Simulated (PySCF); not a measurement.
Computed IR spectrum (relative IR intensity) of a molecule C4H3Cl2F. Coordinates come from a PBE-D3(BJ)/def2-SVP optimisation. One conformer was computed; it need not be the lowest. Level of theory: PBE-D3(BJ)/def2-SVP in PySCF. Frequencies are harmonic and unscaled.

ν (cm⁻¹): 304 (vw), 352 (vw), 592 (w), 698 (w), 717 (m), 739 (m), 750 (m), 839 (vs), 930 (m), 1151 (s), 1196 (w), 1368 (s), 1587 (w), 1652 (m), 3122 (w), 3143 (vw), 3161 (w) (against the strongest line: vs over 80 %, s over 45 %, m over 15 %, w over 4 %, vw less)

Q: Pick the molecule that these values belong to.
A. C=CC(F)=C(Cl)Cl
B. C=C/C(Cl)=C(\F)Cl
C. FC(/C=C\Cl)=C/Cl
D. C#CCC(F)(Cl)Cl

A: C, FC(/C=C\Cl)=C/Cl
